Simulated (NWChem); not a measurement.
# CrO2F cation; SMILES [O]=[Cr+](=[O])[F]

```xyz
4

Cr     0.2752    -0.0551     0.0000
O     -0.2926    -0.7730     1.2361
O     -0.2926    -0.7730    -1.2361
F     -0.2055     1.5458     0.0000
```
Atoms are numbered in this order, from 1.

Level: PBE-D3(BJ)/def2-SVP (NWChem), optimised geometry, unscaled harmonic frequencies. The spin multiplicity was typed, not searched, and may not be the lowest.

### Question
List the harmonic frequencies with IR intensities, and the thermochemistry.

### Answer
```csv
frequency (cm⁻¹),IR intensity (km/mol)
269,24.3
297,2.8
449,3.0
816,56.0
1113,32.8
1115,75.2
```

| Quantity | Value |
|---|---|
| zero-point energy | 5.8 kcal/mol |
| thermal correction to the enthalpy at 298.15 K (with zero-point energy) | 9.0 kcal/mol |
| heat capacity Cv | 11.9 cal/(mol K) |
| entropy at 298.15 K and 1 atm (symmetry number 1) | 68.5 cal/(mol K) |

Rigid rotor and harmonic oscillator.
